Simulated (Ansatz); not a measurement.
Input file for Ansatz (a first-principles code): R-BHLYP/def2-TZVPPD on H2 (SMILES [H][H]) with ghost functions. Files ending in .json are basis or fitting sets from the Basis Set Exchange.

Ansatz 0.2 input:
```yaml
crystal:
  periodic: [false, false, false]
  atoms:
    - {symbol: H, position_ang: [-0.34819692, -0.23171982, -0.37029810]}
    - {symbol: H, position_ang: [-0.25523136, -0.43205205, 0.34241316]}
basis:
  gaussian:
    orbitals: def2-TZVPPD.json
    ghost_atoms:
      - {symbol: C, position_ang: [0.47785392, -0.27660333, 5.14180017]}
      - {symbol: C, position_ang: [0.28825424, 0.02247112, 3.67150134]}
      - {symbol: C, position_ang: [0.35028577, 1.47823129, 3.26712781]}
      - {symbol: O, position_ang: [0.09688174, -0.85735026, 2.86396154]}
      - {symbol: H, position_ang: [1.46926033, 0.05265599, 5.46380681]}
      - {symbol: H, position_ang: [-0.24951239, 0.27830614, 5.73943911]}
      - {symbol: H, position_ang: [0.36990721, -1.34316267, 5.32349870]}
      - {symbol: H, position_ang: [0.25221105, 1.57434641, 2.18873937]}
      - {symbol: H, position_ang: [-0.45184249, 2.03451982, 3.75927385]}
      - {symbol: H, position_ang: [1.29207402, 1.92416623, 3.59617624]}
hamiltonian:
  xc: {name: BHLYP}
scf: {lower_state_search: off}
```

The log:

```
WARN ansatz: RAYON_NUM_THREADS=2 ignored (pool sized by the plan → 2); use --threads N
Functional definition: BHLYP
these checks for a lower state are left out or cut short: stability, starts, cluster_reference, orbital_swaps, neighbouring_geometries, increment
integrals: 0.17 GiB planned
1080 factors; their error is unknown
mean field: 1.67 GiB planned
mean field evaluation 1: about -31.8234 eV, gradient 2.9e0 eV
mean field evaluation 2: about -31.8418 eV, gradient 1.2e-1 eV
mean field evaluation 4: about -31.8415 eV, gradient 1.2e-1 eV
mean field evaluation 8: about -31.8393 eV, gradient 1.6e-4 eV
mean field -31.83928300 eV, -1.1700720688 hartree, gradient 1.9e-6 eV, S^2 0.000000; 0 other end points of the search recorded, 0 dependent functions left out
reference -31.83937430 eV, -1.1700754239 hartree; 1, 1 occupied and 286, 286 virtual orbitals, 1080 factors
Total energy: -31.83937430 eV, -1.1700754239 hartree
Checks for a lower state left out: stability, starts, cluster_reference, orbital_swaps, neighbouring_geometries, increment
```

Self-consistency was reached.

Cost: very roughly 3 core-seconds.
